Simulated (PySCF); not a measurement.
Si(H)2(F)(vinyl) (C₂H₅FSi), SMILES [SiH2](F)C=C. Heavy atoms are numbered as in [SiH2:1]([F:2])[CH:3]=[CH2:4]. Hydrogens are named by the atom that carries them.

Coordinates come from a B3LYP-D3(BJ)/def2-SVP optimisation. One conformer was computed; it need not be the lowest.

Method: CAM-B3LYP/def2-TZVP run with PySCF.

ESP charges are fitted to the potential on shells at 1.4 to 2.0 van der Waals radii. Atomic charges (e), one atom of each kind:

```
atom          IAO  ESP fit  Löwdin
----------  -----  -------  ------
Si1 (SiH2)   1.14     0.53    0.24
F2          -0.55    -0.27   -0.03
C3 (CH)     -0.47    -0.26   -0.32
C4 (CH2)    -0.26    -0.33   -0.20
H on Si1    -0.16    -0.09   -0.04
H on C3      0.15     0.15    0.14
H on C4      0.15     0.17    0.12
```

Computed Mayer and Wiberg (Löwdin basis) orders of the bonds:
| bond | Mayer | Wiberg |
|---|---|---|
| Si1–F2 | 1.04 | 1.66 |
| Si1–C3 | 0.98 | 1.14 |
| C3–C4 | 1.88 | 2.21 |
